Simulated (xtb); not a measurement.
Ga(Me)2(NH3) (C2H9GaN), SMILES [NH3]->[Ga+]([CH3])[CH3] (connectivity only; charge and spin as stated), charge +1, multiplicity 1. All values are semi-empirical tight-binding results from xtb (GFN2-xTB unless named), good for trends rather than for accurate numbers. Geometry: GFN2-xTB. The spin state was assumed, not searched. The isomer is the one that the SMILES or the coordinates give; other isomers of the formula were not compared.

The geometry has at least one imaginary mode, so it is a saddle point at that level.

For metal compounds this method's bond lengths and energies can be far off.

```
Item           Value
-----------  -------
orbital gap  3.85 eV
```
